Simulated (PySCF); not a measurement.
**Dipole moment and polarisability of `Cc1oc(=O)oc1Cl`**

Species: C4H3ClO3.
Structure used (GFN2-xTB), in Å, numbered top down from 1:
```xyz
11
C4H3ClO3 angstrom
C     -1.6445   -0.3921   -0.1632
C     -0.2086   -0.0673   -0.0306
O      0.7441   -0.9745   -0.4394
C      1.9643   -0.4395   -0.2117
O      3.0033   -0.9558   -0.4483
O      1.8018    0.7945    0.3355
C      0.4484    1.0059    0.4396
Cl    -0.0994    2.4660    1.0879
H     -1.8894   -0.5825   -1.2067
H     -1.8776   -1.2910    0.4048
H     -2.2368    0.4388    0.2061
```

Level: wB97X-D/def2-SVPD (PySCF), static field, nuclei fixed, core orbitals frozen in the response. The polarisability tensor in these axes (au):

```
x   78.57 -3.81 -1.93
y   -3.81 75.96 13.22
z   -1.93 13.22 51.99
```

What are the eigenvalues, a third of the trace, and Δα (Δα² = ½Σ(αi − αj)² over the three pairs)?

Principal values 46.13, 75.63 and 84.76 au; mean 68.84 au = 10.20 Å³ = 11.35 × 10⁻⁴⁰ C²·m²/J; Δα = 34.97 au (51 % of the mean).

What is the dipole moment, and where does it point?

(-4.54, 0.89, 0.43) D, 4.65 D in size, pointing from the negative to the positive side. Measured along this direction, the outermost atoms are O5 at the negative end and H11 at the positive end.

Directions of the eigenvectors, and the extent of the frame along each?

Largest value along (-0.57, 0.75, 0.34), where the nuclei span 4.85 Å; middle along (0.82, 0.52, 0.22), 4.10 Å; least along (0.01, -0.40, 0.91), 1.76 Å. The response follows the extents in order.

Molar refractivity from α?

Lorentz–Lorenz: R = (4π/3)N_A α = 2.5225 cm³/(mol·Å³) × 10.20 Å³ = 25.7 cm³/mol, in the limit of long wavelengths.

Find the Langevin capture rate constant for H3+ (3.023 u) meeting this molecule (133.977 u), k = 2.342 × 10⁻⁹ cm³/s × √(α in Å³ / reduced mass in u).

The reduced mass is 2.96 u, so k = 4.35 × 10⁻⁹ cm³/s. The formula leaves out the permanent dipole, which adds to the capture rate.

Rayleigh depolarisation ratio (linearly polarised light, static tensor)?

ρ = 3Δα²/(45ᾱ² + 4Δα²) = 3669.3/(213252 + 4892.4) = 0.0168.

Isolated species at its GFN2-xTB geometry, gas phase.
